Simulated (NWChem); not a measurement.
System: CH$_{3}$CdIO; SMILES [O]([Cd][I])C

NWChem printed, in part:

```
             Northwest Computational Chemistry Package (NWChem) 7.3.0
             --------------------------------------------------------

 C1  symmetry detected

                             Geometry "geometry" -> ""
                             -------------------------

 Output coordinates in angstroms (scale by  1.889725989 to convert to a.u.)

  No.       Tag          Charge          X              Y              Z
 ---- ---------------- ---------- -------------- -------------- --------------
    1 Cd                  48.0000     0.11809807     0.79621485    -0.00007331
    2 I                   53.0000    -0.04301480    -1.78063558     0.00002494
    3 O                    8.0000     0.39278665     2.74976353     0.00023717
    4 C                    6.0000    -0.62953197     3.69395598     0.00003210
    5 H                    1.0000    -1.29039852     3.64231403     0.88990236
    6 H                    1.0000    -0.17839812     4.70412973     0.00415806
    7 H                    1.0000    -1.28522763     3.64708522    -0.89395310

 Effective nuclear repulsion energy (a.u.)     825.2014720813

                                 NWChem DFT Module
                                 -----------------

 Summary of "ao basis" -> "ao basis" (spherical)
 ------------------------------------------------------------------------------
       Tag                 Description            Shells   Functions and Types
 ---------------- ------------------------------  ------  ---------------------
 Cd                         def2-svp                11       31   5s3p2d1f
 I                          def2-svp                10       26   4s4p2d
 O                          def2-svp                 6       14   3s2p1d
 C                          def2-svp                 6       14   3s2p1d
 H                          def2-svp                 3        5   2s1p

            General Information
            -------------------
          SCF calculation type: DFT
          Wavefunction type:  closed shell.
          No. of atoms     :     7
          No. of electrons :    62
           Alpha electrons :    31
            Beta electrons :    31
          Charge           :     0
          Spin multiplicity:     1
          Use of symmetry is: off; symmetry adaption is: off
          Maximum number of iterations: 150
          AO basis - number of functions:   100
                     number of shells:    42
          Convergence on energy requested:  1.00D-06
          Convergence on density requested:  1.00D-05
          Convergence on gradient requested:  5.00D-04

              XC Information
              --------------
                      r^2SCAN Method XC Functional
               r^2SCAN metaGGA Exchange Functional  1.000
                     r^2SCAN Correlation Potential  1.000

             Grid Information
             ----------------
          Grid used for XC integration:  coarse
          Radial quadrature: Mura-Knowles
          Angular quadrature: Lebedev.
          Tag              B.-S. Rad. Rad. Pts. Rad. Cut. Ang. Pts.
          ---              ---------- --------- --------- ---------
          Cd                  1.55      104          10.0       302
          I                   1.40      104          14.0       302
          O                   0.60       35          11.0       302
          C                   0.70       35          13.0       302
          H                   0.35       35          14.0       302
          Grid pruning is: on
          Number of quadrature shells:   383
          Spatial weights used:  Erf1

      Superposition of Atomic Density Guess
      -------------------------------------

 Sum of atomic energies:        -652.91460732

      Non-variational initial energy
      ------------------------------

 Total energy =    -578.349917
 1-e energy   =   -1476.229111
 2-e energy   =     643.898957
 HOMO         =      -0.349415
 LUMO         =      -0.073578

     ---------------------------------------------
      Total Density - Mulliken Population Analysis
     ---------------------------------------------

    Atom       Charge   Shell Charges
 -----------   ------   -------------------------------------------------------
    1 Cd  20    18.88  -0.37  1.62  0.75  0.50  0.21  5.95  0.17  0.07  9.12  0.87  0.00
    2 I   25    25.41   1.83  0.22  1.23  0.67  2.92  3.13  2.64  2.76  9.83  0.18
    3 O    8     9.00   1.99  1.11  0.73  3.08  2.08  0.01
    4 C    6     5.89   1.99  0.92  0.22  1.86  0.85  0.05
    5 H    1     0.94   0.69  0.22  0.02
    6 H    1     0.94   0.70  0.22  0.02
    7 H    1     0.94   0.69  0.22  0.02

   convergence    iter        energy       DeltaE   RMS-Dens  Diis-err
 ---------------- ----- ----------------- --------- --------- ---------
 d= 0,ls=0.0,diis     1   -580.5295631297 -8.35D+02  3.05D-02  6.93D-01
 d= 0,ls=0.0,diis     2   -579.5074132183  1.02D+00  2.40D-02  9.09D+00
 d= 0,ls=0.0,diis     3   -580.6087428195 -1.10D+00  5.89D-03  8.54D-02
 d= 0,ls=0.0,diis     4   -580.6135665806 -4.82D-03  2.71D-03  6.57D-02
 d= 0,ls=0.0,diis     5   -580.6247519266 -1.12D-02  3.30D-04  1.39D-03
  Resetting Diis
 d= 0,ls=0.0,diis     6   -580.6248936936 -1.42D-04  1.01D-04  1.02D-04
 d= 0,ls=0.0,diis     7   -580.6249058824 -1.22D-05  5.57D-05  6.11D-06
 d= 0,ls=0.0,diis     8   -580.6249050705  8.12D-07  3.64D-05  1.07D-05
 d= 0,ls=0.0,diis     9   -580.6249068040 -1.73D-06  5.01D-06  3.25D-07
 d= 0,ls=0.0,diis    10   -580.6249068350 -3.11D-08  1.19D-06  1.52D-08

         Total DFT energy =     -580.624906835029
      One electron energy =    -1478.065223986699
           Coulomb energy =      696.410824921782
    Exchange-Corr. energy =      -52.950744600795
 Nuclear repulsion energy =      253.980236830684

 Numeric. integr. density =       61.999997965246

                       DFT Final Molecular Orbital Analysis
                       ------------------------------------

 Vector   29  Occ=2.000000D+00  E=-2.522326D-01
              MO Center= -5.1D-02, -1.3D+00,  7.9D-05, r^2= 3.6D+00
   Bfn.  Coefficient  Atom+Function         Bfn.  Coefficient  Atom+Function
  ----- ------------  ---------------      ----- ------------  ---------------
    42      0.575910  2 I  px                45      0.512344  2 I  px
    39     -0.234363  2 I  px                36     -0.189391  2 I  px
    15      0.095834  1 Cd d -2              62      0.086672  3 O  py
    61      0.085953  3 O  px                 4     -0.074917  1 Cd s
    64      0.074170  3 O  px                91     -0.072043  6 H  s

 Vector   30  Occ=2.000000D+00  E=-2.394181D-01
              MO Center=  1.2D-01,  2.4D+00,  1.1D-03, r^2= 4.2D+00
   Bfn.  Coefficient  Atom+Function         Bfn.  Coefficient  Atom+Function
  ----- ------------  ---------------      ----- ------------  ---------------
    61      0.393306  3 O  px                64      0.302760  3 O  px
    62      0.289813  3 O  py                 4     -0.277260  1 Cd s
    91     -0.226191  6 H  s                 65      0.221891  3 O  py
    75     -0.164153  4 C  px                46      0.158088  2 I  py
    42     -0.154628  2 I  px                43      0.152615  2 I  py

 Vector   31  Occ=2.000000D+00  E=-2.216162D-01
              MO Center=  3.9D-02,  2.6D+00, -7.8D-04, r^2= 2.7D+00
   Bfn.  Coefficient  Atom+Function         Bfn.  Coefficient  Atom+Function
  ----- ------------  ---------------      ----- ------------  ---------------
    63      0.554540  3 O  pz                66      0.433641  3 O  pz
    86     -0.199837  5 H  s                 96      0.200782  7 H  s
    87     -0.160633  5 H  s                 97      0.161210  7 H  s
    77     -0.158288  4 C  pz                16     -0.153014  1 Cd d -1
    47     -0.146787  2 I  pz                44     -0.140853  2 I  pz

 Vector   32  Occ=0.000000D+00  E=-9.290976D-02
              MO Center= -1.4D-02,  4.2D-01, -3.0D-08, r^2= 5.3D+00
   Bfn.  Coefficient  Atom+Function         Bfn.  Coefficient  Atom+Function
  ----- ------------  ---------------      ----- ------------  ---------------
     4      0.613677  1 Cd s                  5      0.606965  1 Cd s
    46     -0.458603  2 I  py                 2     -0.334464  1 Cd s
    43     -0.329396  2 I  py                60     -0.258864  3 O  s
    62      0.236987  3 O  py                19     -0.233485  1 Cd d  2
    34     -0.217926  2 I  s                 35     -0.204567  2 I  s

 Vector   33  Occ=0.000000D+00  E=-3.091172D-02
              MO Center=  1.7D-01,  6.8D-01, -8.1D-05, r^2= 5.6D+00
   Bfn.  Coefficient  Atom+Function         Bfn.  Coefficient  Atom+Function
  ----- ------------  ---------------      ----- ------------  ---------------
    12      0.810793  1 Cd px                 9      0.365949  1 Cd px
     6     -0.266500  1 Cd px                45     -0.258129  2 I  px
    13     -0.194709  1 Cd py                74      0.176361  4 C  s
    42     -0.165398  2 I  px                 4      0.126642  1 Cd s
    73      0.107982  4 C  s                 92     -0.092284  6 H  s

[...]

                         DFT ENERGY GRADIENTS

    atom               coordinates                        gradient
                 x          y          z           x          y          z
   1 Cd      0.223173   1.504628  -0.000139    0.000739  -0.000572   0.000007
   2 I      -0.081286  -3.364913   0.000047   -0.000149   0.000251   0.000000
   3 O       0.742259   5.196300   0.000448   -0.005594   0.003396  -0.000017
   4 C      -1.189643   6.980565   0.000061    0.004963  -0.002925   0.000014
   5 H      -2.438500   6.882975   1.681672    0.000417   0.000030  -0.000695
   6 H      -0.337124   8.889516   0.007858   -0.000784  -0.000204   0.000006
   7 H      -2.428728   6.891992  -1.689326    0.000408   0.000024   0.000685
```

Level: r2SCAN/def2-SVP with def2 effective core potentials on Cd, I. The geometry was optimised at PBE0/def2-SVP. def2 effective core potentials on Cd, I; no spin-orbit coupling.

Question: Write an input that gives this output.

Answer: This is not unique; one that fits is the input that was run:
```
start job
memory heap 200 mb stack 900 mb global 1100 mb
geometry units angstroms noautoz
  Cd     0.468222     0.584186     0.001300
  I     -0.704473    -1.716010     0.000738
  O      1.497202     2.267337     0.004341
  C      0.934853     3.540188    -0.011430
  H      0.296326     3.761329     0.868718
  H      1.750448     4.287646    -0.001374
  H      0.326427     3.752202    -0.914874
end
basis spherical
  * library def2-svp
end
ecp
  Cd library def2-ecp
  I library def2-ecp
end
dft
  xc r2scan
  grid coarse
  iterations 150
  mulliken
end
task dft gradient
```
